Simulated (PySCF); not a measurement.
Structure elucidation problem

Molecular formula: C$_{6}$H$_{7}$NO. Simulated spectra:

¹H NMR (400 MHz, computed): δ 6.78 (m, 2H), 6.63 (m, 2H), 3.61 (br s, 1H), 3.09 (br s, 2H).

¹³C{¹H} NMR (computed): δ 155.0, 145.4, 119.5 (2C), 117.6 (2C).

How the numbers were obtained: GFN2-xTB structure, shielding tensors at PBE0/pcSseg-1 (GIAO), in PySCF (non-relativistic, no solvent, fast rotation and ring inversion assumed for equivalent nuclei, one conformer).

δ = σ(ref) − σ, references computed at the same level: TMS for ¹H (σref 31.72), ¹³C (σref 186.93).

Task: Which of these isomers gave the spectra?
A. O=CNC1=CCC=C1
B. C#CC1(C(N)=O)CC1
C. OCc1ccccn1
D. Nc1ccc(O)cc1
E. CC(=O)c1cc[nH]c1

Result: D. 

- The formula gives 4 degrees of unsaturation (1 ring in the answer).
- 4 carbon signals for 6 carbons: some carbons are equivalent by symmetry or fast rotation.
- Carbon types of the structure: 2 × C, 4 × CH, leaving 3 H on heteroatoms.
- δC 155.0: aromatic carbon bearing oxygen; the electronegative substituent deshields the carbon that carries it.
- δC 145.4: aromatic carbon bearing nitrogen; σ withdrawal by the attached heteroatom moves it downfield of the ring CH carbons.
- δC 119.5, 117.6: aromatic CH; π donation from the O or N substituent raises the electron density at positions ortho and para to it.
- δH 3.61: hydrogen on a phenol-type oxygen; exchangeable; this is the value without hydrogen bonding to other molecules.
- δH 3.09: hydrogen on an aniline-type nitrogen; labile proton, position sensitive to the medium.

The others: CC(=O)c1cc[nH]c1 would give 6 carbon signals, not 4; O=CNC1=CCC=C1 would give 6 carbon signals, not 4; C#CC1(C(N)=O)CC1 would give 5 carbon signals, not 4; OCc1ccccn1 would give 6 carbon signals, not 4.

OH and NH positions are those of a molecule without intermolecular hydrogen bonds; in solution they move with solvent, concentration and temperature, and exchange usually removes their couplings. Shifts are as computed. Against solution values, carbons near 30 ppm lie about +3 ppm off and those near 130 ppm about +5 ppm. Of 1211 compounds with measured shifts, 218 miss one by over three times the rms of a fit or turn the order of signals round; such compounds aren't used in these exercises. No couplings were computed; multiplicities are counted from neighbouring protons, with m where these are inequivalent, close in shift, in a saturated or five-membered ring or joined by F or P, and br s for small geminal =CH2 splittings.
